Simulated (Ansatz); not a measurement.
One change: `FB(F)C[SiH3]` becomes `OB(F)F`.

Ansatz, PBE0-D4/def2-TZVP geometries, multiplicity 1. Each molecule was computed in one conformer, which needn't be the lowest.

| property | `FB(F)C[SiH3]` |
| --- | --- |
| size of the dipole moment (PBE/def2-TZVPP) / D | 1.64 |
| HOMO energy (PBE/def2-TZVPP) / eV | -8.10 |
| HOMO–LUMO gap (PBE/def2-TZVPP) / eV | 7.11 |
| size of the dipole moment (B3LYP/def2-TZVPP) / D | 1.73 |
| HOMO–LUMO gap (ωB97M-V/def2-TZVPP) / eV | 13.42 |
| HOMO–LUMO gap (PBE0/def2-TZVPP) / eV | 9.49 |

(1) What does the change do to each property? (An estimate is asked.)

Answers

(1) Ansatz gave: 
```
                                        property  `OB(F)F`  shift
  size of the dipole moment (PBE/def2-TZVPP) / D      1.93   0.29
               HOMO energy (PBE/def2-TZVPP) / eV     -8.91  -0.81
             HOMO–LUMO gap (PBE/def2-TZVPP) / eV      8.41   1.30
size of the dipole moment (B3LYP/def2-TZVPP) / D      1.98   0.25
         HOMO–LUMO gap (ωB97M-V/def2-TZVPP) / eV     14.85   1.43
            HOMO–LUMO gap (PBE0/def2-TZVPP) / eV     11.07   1.58
```

With PBE0 the HOMO falls by 1.24 eV and the LUMO rises by 0.35 eV, so the gap widens by about 1.59 eV. PBE moves the HOMO by -0.81 eV and ωB97M-V by -1.48 eV. Dipoles are sizes alone; their direction can turn.

B3LYP here is the variant with VWN-RPA as its local correlation; programs differ in this.
